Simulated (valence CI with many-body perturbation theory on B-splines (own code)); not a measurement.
Energy levels of Rb XXXIII

Computed by valence CI with perturbative core correlation (CI+MBPT): three valence electrons over a frozen Dirac-Fock core [He], a basis of 11 s, 11 p, 9 d, 7 f, 5 g, 2 h, 1 i functions for each j, with the one-electron correlation potential Σ1 (screened to all orders), the two-electron term Σ2, the three-electron term Σ3, Breit, model QED; selected single and double excitations, second order for the rest (own B-spline code, finite nucleus).

No measured spectrum was set against this ion. As an estimate, large intervals hold to a few tenths of a per cent, small ones and those within an open d or f shell to about a per cent.

Levels 1 to 45 of 97, with energies above the lowest level, (2s^2 2p1/2) J=1/2. "Leading %" is the weight of the configuration and term that name the level; weights of strongly mixed levels are sums over their largest components and can fall short. In the jj column 3d3/2^4 stands for four electrons in 3d with j = 3/2. Lifetimes count E1, E2, E3, M1 and M2 decay at the calculated energies, and are blank where another channel may lead or the interval is too uncertain; long ones can be off by a factor of two.

```tsv
No.	Configuration	Term	J	E (× 10³ cm⁻¹)	Leading %	g	Lifetime	Leading jj
1	2s2 2p	2P°	1/2	0.00	99	0.655		2s^2 2p1/2 (99 %)
2	2s2 2p	2P°	3/2	554.93	98	1.326	655 ns	2s^2 2p3/2 (98 %)
3	2s 2p2	4P	1/2	730.15	80	2.468	666 ps	2s 2p1/2^2 (85 %)
4	2s 2p2	4P	3/2	1095.5	97	1.701	7.26 ns	2s 2p1/2 2p3/2 (97 %)
5	2s 2p2	4P	5/2	1244.4	67	1.460	927 ps	2s 2p1/2 2p3/2 (88 %)
6	2s 2p2	2D	3/2	1525.4	80	0.899	17.8 ps	2s 2p1/2 2p3/2 (95 %)
7	2s 2p2	2P	1/2	1594.1	73	1.103	9.02 ps	2s 2p1/2 2p3/2 (82 %)
8	2s 2p2	2D	5/2	1812.9	67	1.323	64.0 ps	2s 2p3/2^2 (88 %)
9	2s 2p2	2S	1/2	2185.3	71	1.739	10.8 ps	2s 2p3/2^2 (94 %)
10	2s 2p2	2P	3/2	2195.8	80	1.243	6.98 ps	2s 2p3/2^2 (92 %)
11	2p3	4S°	3/2	2382.9	47	1.533	11.5 ps	2p1/2^2 2p3/2 (92 %)
12	2p3	2D°	3/2	2812.7	54	1.318	9.66 ps	2p1/2 2p3/2^2 (94 %)
13	2p3	2D°	5/2	2915.7	100	1.191	12.4 ps	2p1/2 2p3/2^2 (100 %)
14	2p3	2P°	1/2	3122.1	99	0.655	7.13 ps	2p1/2 2p3/2^2 (99 %)
15	2p3	2P°	3/2	3555.3	62	1.260	6.53 ps	2p3/2^3 (97 %)
16	2s2 3s	2S	1/2	18002	96	1.998	78.3 fs	2s^2 3s (96 %)
17	2s2 3p	2P°	1/2	18281	94	0.668	1.35 ps	2s^2 3p1/2 (94 %)
18	2s2 3p	2P°	3/2	18436	90	1.339	846 fs	2s^2 3p3/2 (90 %)
19	2s 2p 3s	4P°	1/2	18550	91	2.495	80.5 fs	2s 2p1/2 3s (97 %)
20	2s 2p 3s	4P°	3/2	18640	75	1.630	73.2 fs	2s 2p1/2 3s (86 %)
21	2s2 3d	2D	3/2	18682	96	0.798	10.4 fs	2s^2 3d3/2 (96 %)
22	2s 2p 3s	2P°	1/2	18730	93	0.743	114 fs	2s 2p1/2 3s (92 %)
23	2s2 3d	2D	5/2	18730	96	1.197	11.4 fs	2s^2 3d5/2 (96 %)
24	2s 2p 3p	4D	1/2	18790	74	0.224	117 fs	2s 2p1/2 3p1/2 (99 %)
25	2s 2p 3p	4D	3/2	18871	57	1.194	111 fs	2s 2p1/2 3p1/2 (90 %)
26	2s 2p 3p	4P	1/2	18996	62	2.155	88.9 fs	2s 2p1/2 3p1/2 (91 %)
27	2s 2p 3p	4P	3/2	19001	28	1.441	81.4 fs	2s 2p1/2 3p3/2 (97 %)
28	2s 2p 3p	2P	1/2	19066	50	1.147	30.3 fs	2s 2p1/2 3p3/2 (87 %)
29	2s 2p 3p	4D	5/2	19075	67	1.373	947 fs	2s 2p1/2 3p3/2 (88 %)
30	2s 2p 3s	4P°	5/2	19093	97	1.591	52.9 fs	2s 2p3/2 3s (97 %)
31	2s 2p 3p	2D	3/2	19109	53	1.233	35.9 fs	2s 2p1/2 3p3/2 (92 %)
32	2s 2p 3d	4F°	3/2	19170	79	0.516	61.7 fs	2s 2p1/2 3d3/2 (98 %)
33	2s 2p 3s	2P°	3/2	19199	84	1.381	71.3 fs	2s 2p3/2 3s (97 %)
34	2s 2p 3d	4F°	5/2	19234	72	1.087	32.4 fs	2s 2p1/2 3d3/2 (54 %)
35	2s 2p 3d	4P°	5/2	19293	42	1.361	15.3 fs	2s 2p1/2 3d5/2 (68 %)
36	2s 2p 3d	4D°	3/2	19320	48	1.304	9.21 fs	2s 2p1/2 3d3/2 (65 %)
37	2s 2p 3d	4D°	1/2	19324	72	0.327	7.40 fs	2s 2p1/2 3d3/2 (89 %)
38	2s 2p 3d	4F°	7/2	19333	57	1.268	16.4 fs	2s 2p1/2 3d5/2 (90 %)
39	2s 2p 3d	2D°	3/2	19406	48	0.993	14.0 fs	2s 2p1/2 3d5/2 (60 %)
40	2s 2p 3p	4P	3/2	19408	51	1.601	100 fs	2s 2p3/2 3p1/2 (97 %)
41	2s 2p 3d	2F°	5/2	19421	64	1.025	13.9 fs	2s 2p1/2 3d5/2 (81 %)
42	2s 2p 3p	2D	5/2	19429	39	1.381	57.5 fs	2s 2p3/2 3p1/2 (94 %)
43	2s 2p 3s	2P°	1/2	19492	94	0.731	54.8 fs	2s 2p3/2 3s (91 %)
44	2s 2p 3p	4D	7/2	19507	100	1.423	21.1 ps	2s 2p3/2 3p3/2 (100 %)
45	2s 2p 3s	2P°	3/2	19509	87	1.336	110 fs	2s 2p3/2 3s (88 %)
```

The ionisation energy to 2s2 1S_0 of the next ion comes out as 3989.6 eV (NIST: 3988 ± 3 eV (semi-empirical)). All 97 levels together are meant to be complete up to 20728 × 10³ cm⁻¹.
